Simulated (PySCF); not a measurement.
**Circular dichroism: SMILES CB(C)/C1=C\CCCCCC1, C10H19B**

Molfile (atoms numbered from 1):
```
C10H19B
     RDKit          3D

 30 30  0  0  0  0  0  0  0  0999 V2000
    2.1801    1.1214   -0.7977 C   0  0  0  0  0  0  0  0  0  0  0  0
    1.2910   -0.1633   -0.5844 B   0  0  0  0  0  0  0  0  0  0  0  0
    1.6184   -1.4284   -1.4711 C   0  0  0  0  0  0  0  0  0  0  0  0
    0.1969   -0.2123    0.5342 C   0  0  0  0  0  0  0  0  0  0  0  0
   -0.5896    0.8373    0.8717 C   0  0  0  0  0  0  0  0  0  0  0  0
   -1.0041    1.9202   -0.0540 C   0  0  0  0  0  0  0  0  0  0  0  0
   -2.3414    1.4301   -0.6647 C   0  0  0  0  0  0  0  0  0  0  0  0
   -2.3491   -0.0249   -1.1581 C   0  0  0  0  0  0  0  0  0  0  0  0
   -2.5396   -1.1475   -0.1023 C   0  0  0  0  0  0  0  0  0  0  0  0
   -1.3635   -2.0902    0.1994 C   0  0  0  0  0  0  0  0  0  0  0  0
   -0.2492   -1.5339    1.1099 C   0  0  0  0  0  0  0  0  0  0  0  0
    1.8592    2.0245   -0.2613 H   0  0  0  0  0  0  0  0  0  0  0  0
    2.3340    1.3549   -1.8651 H   0  0  0  0  0  0  0  0  0  0  0  0
    3.1848    0.8553   -0.4156 H   0  0  0  0  0  0  0  0  0  0  0  0
    2.6421   -1.4244   -1.8764 H   0  0  0  0  0  0  0  0  0  0  0  0
    0.9400   -1.3930   -2.3455 H   0  0  0  0  0  0  0  0  0  0  0  0
    1.4294   -2.3953   -0.9803 H   0  0  0  0  0  0  0  0  0  0  0  0
   -1.2683    0.7099    1.7297 H   0  0  0  0  0  0  0  0  0  0  0  0
   -0.2698    2.0588   -0.8614 H   0  0  0  0  0  0  0  0  0  0  0  0
   -1.1639    2.8926    0.4404 H   0  0  0  0  0  0  0  0  0  0  0  0
   -3.1426    1.5524    0.0855 H   0  0  0  0  0  0  0  0  0  0  0  0
   -2.6075    2.0988   -1.5008 H   0  0  0  0  0  0  0  0  0  0  0  0
   -3.1745   -0.1046   -1.8842 H   0  0  0  0  0  0  0  0  0  0  0  0
   -1.4333   -0.2174   -1.7441 H   0  0  0  0  0  0  0  0  0  0  0  0
   -3.3621   -1.7918   -0.4539 H   0  0  0  0  0  0  0  0  0  0  0  0
   -2.9129   -0.7113    0.8406 H   0  0  0  0  0  0  0  0  0  0  0  0
   -1.7643   -3.0083    0.6635 H   0  0  0  0  0  0  0  0  0  0  0  0
   -0.9202   -2.4126   -0.7579 H   0  0  0  0  0  0  0  0  0  0  0  0
   -0.6552   -1.3931    2.1269 H   0  0  0  0  0  0  0  0  0  0  0  0
    0.5608   -2.2771    1.1873 H   0  0  0  0  0  0  0  0  0  0  0  0
  1  2  1  0
  2  3  1  0
  2  4  1  0
  4  5  2  0
  5  6  1  0
  6  7  1  0
  7  8  1  0
  8  9  1  0
  9 10  1  0
 10 11  1  0
 11  4  1  0
  1 12  1  0
  1 13  1  0
  1 14  1  0
  3 15  1  0
  3 16  1  0
  3 17  1  0
  5 18  1  0
  6 19  1  0
  6 20  1  0
  7 21  1  0
  7 22  1  0
  8 23  1  0
  8 24  1  0
  9 25  1  0
  9 26  1  0
 10 27  1  0
 10 28  1  0
 11 29  1  0
 11 30  1  0
M  END
```

Computed with TDDFT CAM-B3LYP/def2-SVP circular dichroism and optical rotation, one conformer, gas phase (PySCF 2.14.0). Geometry: PBE0-D3(BJ)/def2-SVP.

States above about 7.8 eV (minus the energy of the highest occupied orbital) lie near or above the ionisation threshold and depend on the basis. No stereocentre is labelled: unless the shape is locked (an allene, a helicene, a hindered biaryl), the mirror image is equally populated and a measured rotation or CD is zero.

Question: Which excitations and rotatory strengths does the calculation give?

Answer: Rotatory strengths R in 10⁻⁴⁰ esu² cm², velocity form and length form (origin at the centre of mass); f in length form.
| state | E (eV) | λ (nm) | f | R (velocity) | R (length) | main |
| --- | --- | --- | --- | --- | --- | --- |
| 1 | 4.85 | 256 | 0.131 | -84.5 | -88.2 | HOMO→LUMO 0.89 |
| 2 | 5.64 | 220 | 0.027 | -12.0 | -13.0 | HOMO−1→LUMO 0.85 |
| 3 | 6.14 | 202 | 0.017 | +34.1 | +33.3 | HOMO−2→LUMO 0.81, HOMO−4→LUMO 0.08 |
| 4 | 6.82 | 182 | 0.011 | +23.2 | +21.3 | HOMO−3→LUMO 0.75 |
| 5 | 7.28 | 170 | 0.090 | -67.4 | -66.1 | HOMO→LUMO+1 0.60, HOMO→LUMO+2 0.28 |
| 6 | 7.45 | 166 | 0.025 | +2.6 | +2.9 | HOMO−4→LUMO 0.44, HOMO−6→LUMO 0.39 |
| 7 | 7.52 | 165 | 0.011 | -0.2 | +0.7 | HOMO−6→LUMO 0.42, HOMO−4→LUMO 0.37 |
| 8 | 7.66 | 162 | 0.007 | -11.2 | -10.7 | HOMO−5→LUMO 0.82 |
| 9 | 7.77 | 160 | 0.076 | -70.9 | -71.7 | HOMO→LUMO+3 0.45, HOMO→LUMO+2 0.32 |
| 10 | 7.79 | 159 | 0.016 | -10.5 | -11.2 | HOMO→LUMO+2 0.31, HOMO→LUMO+1 0.28 |
| 11 | 8.16 | 152 | 0.064 | +125.4 | +127.2 | HOMO−1→LUMO+1 0.19, HOMO−1→LUMO+2 0.18 |
| 12 | 8.41 | 147 | 0.006 | -4.9 | -4.5 | HOMO−9→LUMO 0.55, HOMO−7→LUMO 0.20 |

For state 7 the two forms differ in sign, so the sign of R isn't settled.

Among the states computed, the strongest CD band (largest |R|) is state 11. The largest dissymmetry factor in size, g = 4R/(D+G), with D and G the electric and magnetic dipole strengths, is +0.023 for state 11 (velocity form, f = 0.067), among bands with |R| over 0.5. The mirror image has the same energies and oscillator strengths and all R with the opposite sign.
